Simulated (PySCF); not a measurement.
**Electronic structure of Ir (iridium, neutral) at the LC-wPBE level**

Configuration: [Xe] 4f14 5d7 6s2, high-spin 4F determinant. All numbers are calculated (PySCF 2.14, the spin-free X2C one-electron Hamiltonian (Gaussian nucleus), in ANO-RCC-VTZP (8s7p5d3f1g, 84 functions)).

```json
{
  "Total energy": "-17828.69 hartree",
  "One-electron energy": "-24440.59 hartree",
  "Hartree (Coulomb) energy": "6964.83 hartree",
  "Exchange-correlation energy": "-352.93 hartree",
  "⟨S²⟩": "3.7573",
  "⟨L²⟩": "12.014",
  "Sum of ⟨r⟩": "46.21 bohr",
  "Sum of ⟨r²⟩": "65.15 bohr²",
  "Langevin diamagnetic susceptibility": "-51.6 ×10⁻⁶ cm³/mol",
  "Time after the integrals": "about 30 core-seconds"
}
```

```json
{"shell": "1s β", "electrons": "1", "mean orbital energy (eV)": "-75849.5", "spread (eV)": "0", "rms radius, mean of both spins (bohr)": "0.0197"}
{"shell": "1s α", "electrons": "1", "mean orbital energy (eV)": "-75849.5", "spread (eV)": "0", "rms radius, mean of both spins (bohr)": "0.0197"}
{"shell": "2s α", "electrons": "1", "mean orbital energy (eV)": "-13275.0", "spread (eV)": "0", "rms radius, mean of both spins (bohr)": "0.0796"}
{"shell": "2s β", "electrons": "1", "mean orbital energy (eV)": "-13274.8", "spread (eV)": "0", "rms radius, mean of both spins (bohr)": "0.0796"}
{"shell": "2p α", "electrons": "3", "mean orbital energy (eV)": "-11581.3", "spread (eV)": "0", "rms radius, mean of both spins (bohr)": "0.0727"}
{"shell": "2p β", "electrons": "3", "mean orbital energy (eV)": "-11581.2", "spread (eV)": "0", "rms radius, mean of both spins (bohr)": "0.0727"}
{"shell": "3s α", "electrons": "1", "mean orbital energy (eV)": "-3111.5", "spread (eV)": "0", "rms radius, mean of both spins (bohr)": "0.203"}
{"shell": "3s β", "electrons": "1", "mean orbital energy (eV)": "-3111.5", "spread (eV)": "0", "rms radius, mean of both spins (bohr)": "0.203"}
{"shell": "3p α", "electrons": "3", "mean orbital energy (eV)": "-2613.2", "spread (eV)": "0", "rms radius, mean of both spins (bohr)": "0.205"}
{"shell": "3p β", "electrons": "3", "mean orbital energy (eV)": "-2613.2", "spread (eV)": "0", "rms radius, mean of both spins (bohr)": "0.205"}
{"shell": "3d α", "electrons": "5", "mean orbital energy (eV)": "-2043.0", "spread (eV)": "0.093", "rms radius, mean of both spins (bohr)": "0.187"}
{"shell": "3d β", "electrons": "5", "mean orbital energy (eV)": "-2042.9", "spread (eV)": "0.002", "rms radius, mean of both spins (bohr)": "0.187"}
{"shell": "4s α", "electrons": "1", "mean orbital energy (eV)": "-668.54", "spread (eV)": "0", "rms radius, mean of both spins (bohr)": "0.450"}
{"shell": "4s β", "electrons": "1", "mean orbital energy (eV)": "-668.39", "spread (eV)": "0", "rms radius, mean of both spins (bohr)": "0.450"}
{"shell": "4p α", "electrons": "3", "mean orbital energy (eV)": "-504.03", "spread (eV)": "0", "rms radius, mean of both spins (bohr)": "0.479"}
{"shell": "4p β", "electrons": "3", "mean orbital energy (eV)": "-503.89", "spread (eV)": "0", "rms radius, mean of both spins (bohr)": "0.479"}
{"shell": "4d α", "electrons": "5", "mean orbital energy (eV)": "-296.31", "spread (eV)": "0.248", "rms radius, mean of both spins (bohr)": "0.515"}
{"shell": "4d β", "electrons": "5", "mean orbital energy (eV)": "-296.15", "spread (eV)": "0.112", "rms radius, mean of both spins (bohr)": "0.515"}
{"shell": "5s α", "electrons": "1", "mean orbital energy (eV)": "-103.93", "spread (eV)": "0", "rms radius, mean of both spins (bohr)": "1.04"}
{"shell": "5s β", "electrons": "1", "mean orbital energy (eV)": "-102.44", "spread (eV)": "0", "rms radius, mean of both spins (bohr)": "1.04"}
{"shell": "4f α", "electrons": "7", "mean orbital energy (eV)": "-67.969", "spread (eV)": "0.351", "rms radius, mean of both spins (bohr)": "0.593"}
{"shell": "4f β", "electrons": "7", "mean orbital energy (eV)": "-67.664", "spread (eV)": "0.081", "rms radius, mean of both spins (bohr)": "0.593"}
{"shell": "5p α", "electrons": "3", "mean orbital energy (eV)": "-61.296", "spread (eV)": "0", "rms radius, mean of both spins (bohr)": "1.21"}
{"shell": "5p β", "electrons": "3", "mean orbital energy (eV)": "-59.022", "spread (eV)": "0", "rms radius, mean of both spins (bohr)": "1.21"}
{"shell": "5d α", "electrons": "5", "mean orbital energy (eV)": "-12.229", "spread (eV)": "0.813", "rms radius, mean of both spins (bohr)": "1.86"}
{"shell": "5d β", "electrons": "2", "mean orbital energy (eV)": "-10.573", "spread (eV)": "0", "rms radius, mean of both spins (bohr)": "1.86"}
{"shell": "6s α", "electrons": "1", "mean orbital energy (eV)": "-9.583", "spread (eV)": "0", "rms radius, mean of both spins (bohr)": "3.15"}
{"shell": "6s β", "electrons": "1", "mean orbital energy (eV)": "-8.495", "spread (eV)": "0", "rms radius, mean of both spins (bohr)": "3.15"}
```

Spin-orbit coupling, absent here, splits the open shell strongly.

Densities and radii are taken from the X2C orbitals without a picture-change correction, which distorts them close to the nucleus.
